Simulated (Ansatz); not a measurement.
Reaction (ligand exchange at a B–F bond): `NB(F)Br` + NH₃ → `NB(N)Br` + H–F

Program: Ansatz. Geometries: PBE0-D4/def2-TZVP. ΔE: electronic, gas phase. CCSD(T)/CBS adds triple-zeta CCSD(T) − MP2 to the extrapolated MP2 energy (def2 sets, frozen cores). This one scheme is used for every species. DFT in def2-TZVPP. HSE06 is defined as in plane-wave codes. For Br outer-core shells are correlated without core-valence functions, which leaves a few kJ/mol of doubt a bond. Scalar relativity is left out up to krypton. One conformer a species, not always the lowest.

Q: Is it downhill or uphill in electronic energy at CCSD(T)/CBS, and by how much? (An estimate is asked.)

A: Computed: Uphill: ΔE = +35.2 kJ/mol.

Q: What do these levels give: r2SCAN-D4, ωB97M-V, revPBE, HSE06, CCSD/def2-SVP, MP2/def2-QZVPP? (An estimate is asked.)

A: Ansatz gave: r2SCAN-D4 44.2, ωB97M-V 40.8, revPBE 44.8, HSE06 38.8, CCSD/def2-SVP 50.1, MP2/def2-QZVPP 31.8 kJ/mol.

Largest T1 diagnostic among the species: 0.010.

The D4 term adds −5.3 kJ/mol with B3LYP and −2.8 kJ/mol with PBE0; it sums over pairs of atoms, weighted by their polarisabilities, and B3LYP, whose exchange is more repulsive, gets the larger term. From BLYP to BHLYP (50 % exact exchange), in def2-TZVPP and without D4, ΔE moves by −4.6 kJ/mol.

B3LYP here is the variant with VWN-RPA as its local correlation; programs differ in this.
